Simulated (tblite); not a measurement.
Start geometry of `CC/C=N\N(C)C1CCC1` from a force field or distance geometry (Å):
```
atom  x, y, z in Å
C1    -2.717   -1.419    0.585
C2    -2.443    0.009    0.124
C3    -1.806   -0.023   -1.236
N4    -0.616    0.361   -1.581
N5     0.161    0.895   -0.580
C6    -0.006    2.324   -0.333
C7     1.532    0.337   -0.478
C8     1.615   -1.209   -0.387
C9     2.753   -1.030    0.631
C10    2.119    0.343    0.963
H11   -3.388   -1.932   -0.124
H12   -3.214   -1.417    1.568
H13   -1.806   -1.996    0.670
H14   -3.372    0.564    0.058
H15   -1.806    0.509    0.871
H16   -2.450   -0.423   -2.035
H17   -1.061    2.590   -0.318
H18    0.432    2.563    0.643
H19    0.509    2.890   -1.111
H20    2.213    0.762   -1.221
H21    0.719   -1.693    0.036
H22    1.885   -1.723   -1.315
H23    3.750   -0.954    0.189
H24    2.769   -1.754    1.450
H25    2.836    1.150    1.176
H26    1.369    0.302    1.769
```

Problem. What comes out of this run: GFN2-xTB geometry optimisation, gas phase in tblite 0.8.0?

Solution. 
```
atom  x, y, z in Å
C1    -3.8713   -0.8262    0.5426
C2    -2.7235    0.0116   -0.0113
C3    -1.4900   -0.8373   -0.2150
N4    -0.2710   -0.5686   -0.4194
N5     0.3444    0.5991   -0.5802
C6    -0.2211    1.8891   -0.2312
C7     1.7823    0.5066   -0.4624
C8     2.4431   -0.7785   -0.9835
C9     3.3004   -0.8339    0.2896
C10    2.3858    0.2173    0.9325
H11   -4.1147   -1.6395   -0.1379
H12   -4.7611   -0.2142    0.6781
H13   -3.5990   -1.2553    1.5049
H14   -3.0291    0.4431   -0.9714
H15   -2.5217    0.8353    0.6763
H16   -1.6808   -1.9055   -0.2108
H17   -1.1913    2.0102   -0.7072
H18   -0.3257    2.0194    0.8527
H19    0.4436    2.6657   -0.6072
H20    2.2103    1.4042   -0.9155
H21    1.7192   -1.5862   -1.0376
H22    2.9723   -0.6923   -1.9291
H23    4.3121   -0.4658    0.1308
H24    3.3477   -1.7963    0.7932
H25    2.8717    1.0495    1.4380
H26    1.6464   -0.2291    1.5943
```

The energy falls by 68.8 kJ/mol over 231 L-BFGS steps, the largest force on an atom goes from 2.59 to 0.010 eV/Å, and the atoms move by 1.152 Å rms after alignment. The bond that changes most is N4–N5 (ends: C=N nitrogen; nitrogen bonded to 2 C and N), which shortens by 0.045 Å. Bonds longer at the end by more than 0.005 Å: 3 of 26; shorter: 16. Among the angles that change most is C3–N4–N5, from 116.1° to 130.7°. Among the dihedrals that turn most is C3–N4–N5–C6, from -86° to 16°. Rotational constants go from 1870, 868.9, 726.0 to 2920, 640.4, 588.1 MHz. The orientation of the end geometry is arbitrary; only internal coordinates are fixed.

Its GFN2-xTB frequencies are all real (lowest 41 cm⁻¹). One conformer, not necessarily the lowest.

These are computed values.
